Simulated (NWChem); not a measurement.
# C2H7NOSi; SMILES CO/C=N/[SiH3]

Program: NWChem. Pople sets run with spherical d functions. Each level has its own optimisation. Brackets give each atom's bonded neighbours. One conformer.

| level | r C–O [C(HHHO)–O(CC)] (Å) | r C–O [C(HNO)–O(CC)] (Å) | r C–N (Å) | r C–H [C(HNO)–H(C)] (Å) | dipole (D) |
|---|---|---|---|---|---|
| B3LYP/3-21G | 1.476 | 1.375 | 1.262 | 1.095 | 0.35 |
| Hartree-Fock/6-31G* | 1.415 | 1.321 | 1.246 | 1.084 | 0.95 |
| PBE0/def2-SVP | 1.416 | 1.330 | 1.261 | 1.107 | 1.00 |
